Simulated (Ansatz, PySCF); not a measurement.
CH₅AlF₂O₂Si, SMILES [OH][Al]([OH])[CH2][SiH](F)F. Atoms are numbered in the order given.

```xyz
12

Si     1.5848     0.4523     0.1684
F      1.8783     1.6310     1.2339
F      0.5145    -0.5834     1.0099
C      0.4470     0.8377    -1.1945
Al    -0.9849    -0.3341    -0.4578
O     -1.0711    -1.8941    -1.1476
O     -2.2390     0.4581     0.3839
H      2.8181    -0.3398     0.0007
H      0.8087     0.5113    -2.1810
H      0.1517     1.8973    -1.2300
H     -1.7160    -2.5806    -0.9638
H     -3.0067     0.0696     0.8087
```

The structure is a stationary point at B3LYP-D3(BJ)/def2-SVP. The structure was generated by enumeration; whether it is a known compound was not checked. The values are those of a single conformer.

Two levels are set side by side: PBE-D3(BJ)/def2-SVP (Ansatz, an electronic-structure program) and B3LYP-D3(BJ)/def2-SVP (Ansatz). Each level has its own optimised geometry; the coordinates shown are those of the second. Frequencies come from the Hessian of PySCF at each geometry. Differences are taken from unrounded values.

| quantity | B3LYP-D3(BJ) |
|---|---|
| mean bond length (Å) | 1.617 |
| bond Si1–F2 (Å) | 1.616 |
| bond Si1–F3 (Å) | 1.711 |
| bond Si1–C4 (Å) | 1.817 |
| bond Si1–Al5 (Å) | 2.759 |
| bond F3–Al5 (Å) | 2.113 |
| bond C4–Al5 (Å) | 1.992 |
| bond Al5–O6 (Å) | 1.708 |
| bond Al5–O7 (Å) | 1.706 |
| bond Si1–H8 (Å) | 1.475 |
| bond C4–H9 (Å) | 1.100 |
| bond C4–H10 (Å) | 1.101 |
| bond O6–H11 (Å) | 0.960 |
| bond O7–H12 (Å) | 0.959 |
| highest harmonic wavenumber (cm⁻¹) | 3947 |
| mean harmonic wavenumber (cm⁻¹) | 1000 |
| zero-point energy (kcal/mol) | 42.88 |

Q: What does PBE-D3(BJ) give, and how far is it from B3LYP-D3(BJ)? (Estimate from the structure and the level; the computed values follow.)

A: 
```tsv
quantity	PBE-D3(BJ)	PBE-D3(BJ) minus B3LYP-D3(BJ)
mean bond length (Å)	1.626	0.009
bond Si1–F2 (Å)	1.628	0.012
bond Si1–F3 (Å)	1.726	0.015
bond Si1–C4 (Å)	1.822	0.006
bond Si1–Al5 (Å)	2.759	0.000
bond F3–Al5 (Å)	2.119	0.006
bond C4–Al5 (Å)	1.999	0.007
bond Al5–O6 (Å)	1.722	0.014
bond Al5–O7 (Å)	1.721	0.015
bond Si1–H8 (Å)	1.490	0.015
bond C4–H9 (Å)	1.107	0.007
bond C4–H10 (Å)	1.108	0.007
bond O6–H11 (Å)	0.968	0.008
bond O7–H12 (Å)	0.968	0.009
highest harmonic wavenumber (cm⁻¹)	3837	-111
mean harmonic wavenumber (cm⁻¹)	973	-27
zero-point energy (kcal/mol)	41.72	-1.16
```

GGA bonds tend to be longer and softer than those of functionals with exact exchange. Differences between two approximate levels are no errors against the true value.
